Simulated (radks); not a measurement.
Values are calculated unless marked as measured or tabulated.
Ionisation of the magnesium ion Mg+, [Ne] 3s1, to [Ne] as the strength of local exchange is varied. Code: a radial shooting solver on a logarithmic mesh with Libxc functionals. Model: non-relativistic Kohn-Sham, Slater X-alpha exchange (alpha = 2/3 is LDA exchange), no correlation, spin-polarised, spherical densities, point nucleus; open shells are filled with parallel spins first.

| alpha | E(Mg+) (hartree) | exchange (hartree) | IE (eV) | -e of the level emptied (eV) | <r> of it (bohr) |
|---|---|---|---|---|---|
| 0.601 | -196.59535 | -12.91317 | 14.206 | 10.825 (3s) | 2.847 |
| 0.66 | -197.86641 | -14.25637 | 14.643 | 11.302 (3s) | 2.804 |
| 0.667 | -198.01766 | -14.41663 | 14.695 | 11.359 (3s) | 2.798 |
| 0.672 | -198.12575 | -14.53121 | 14.732 | 11.400 (3s) | 2.795 |
| 0.748 | -199.77476 | -16.28480 | 15.306 | 12.030 (3s) | 2.741 |
| 0.82 | -201.34730 | -17.96666 | 15.858 | 12.642 (3s) | 2.692 |
| 0.839 | -201.76395 | -18.41382 | 16.006 | 12.806 (3s) | 2.680 |
| 1 | -205.32255 | -22.25879 | 17.282 | 14.233 (3s) | 2.578 |

NIST Atomic Spectra Database: 15.035 eV (measured). The Delta-SCF value meets it near alpha = 0.71.
